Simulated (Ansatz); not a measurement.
Basis sets compared for dimethylphenylsulfonium dicyanamide, `C[S+](C)c1ccccc1.N#C[N-]C#N`. Charge 0, multiplicity 1. Geometry PBE-D4/def2-SVP. Ansatz on 4 threads of Arm Neoverse V2 on a shared host; times are rough, and most runs start from earlier orbitals.

```xyz
25

C    -1.721    0.610    1.498
S    -0.038   -0.069    1.370
C     0.878    1.257    2.263
C     0.464    0.254   -0.321
C     1.245   -0.740   -0.933
C     1.655   -0.549   -2.261
C     1.293    0.615   -2.953
C     0.512    1.602   -2.325
C     0.090    1.428   -1.001
H    -2.279    0.164    0.655
H    -2.125    0.214    2.449
H    -1.700    1.715    1.470
H     0.539    1.227    3.316
H     1.950    0.993    2.208
H     0.697    2.250    1.811
H     1.495   -1.673   -0.410
H     2.239   -1.338   -2.756
H     1.611    0.755   -3.997
H     0.221    2.511   -2.871
H    -0.532    2.197   -0.519
N    -2.190   -2.407    2.800
C    -1.848   -2.411    1.663
N    -1.489   -2.148    0.421
C    -0.811   -2.942   -0.382
N    -0.160   -3.514   -1.194
```

B3LYP takes the VWN-RPA correlation. In the singlet geometry the species has come apart into loosely held pieces.

Binding counts from free atoms (C triplet, S triplet, H doublet, N quartet) in the same basis, without a counterpoise term.

```
           level  functions  energy (Eh)  HOMO (eV)  LUMO (eV)  binding per atom (eV)  wall time
 PBE-D4/def2-SVP        255    -948.6760      -4.57      -2.68                   4.87        5 s
  B3LYP-D4/6-31G        152    -949.8592      -5.20      -1.66                   4.43      4.4 s
PBE0-D4/def2-SVP        255    -948.7316      -5.70      -1.88                   4.73      9.5 s
```

(1) Estimate the rows for PBE-D4/def2-TZVP (with forces), B3LYP-D4/def2-TZVP, PBE0-D4/def2-TZVP (with forces).

Results:

(1) 
```csv
level,functions,energy (Eh),HOMO (eV),LUMO (eV),binding per atom (eV),wall time
PBE-D4/def2-TZVP (with forces),506,-949.4254,-4.89,-2.82,4.83,16 s
B3LYP-D4/def2-TZVP,506,-950.3200,-5.76,-2.15,4.63,27 s
PBE0-D4/def2-TZVP (with forces),506,-949.4733,-5.96,-1.99,4.68,54 s
```
